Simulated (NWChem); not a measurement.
[F][Ga]([SH])[SH] (GaH₂S₂F), optimised at PBE0/def2-SVP with NWChem:

- highest occupied level (eV) = -7.83
- orbital gap (eV) = 6.80
- dipole (D) = 1.76
- highest harmonic frequency (cm⁻¹) = 2715
- zero-point energy (kcal/mol) = 13.3

All stand in one matching conformer (torsions within 35°), which need not be the lowest.

Q: One Ga atom is replaced by Al, giving [F][Al]([SH])[SH] (AlH2S2F), optimised at the same level. How do these values move?

A: 
| quantity | new value | change |
|---|---|---|
| highest occupied level (eV) | -7.79 | +0.04 |
| orbital gap (eV) | 7.14 | +0.34 |
| dipole (D) | 1.26 | -0.50 |
| highest harmonic frequency (cm⁻¹) | 2712 | -3 |
| zero-point energy (kcal/mol) | 13.6 | +0.3 |
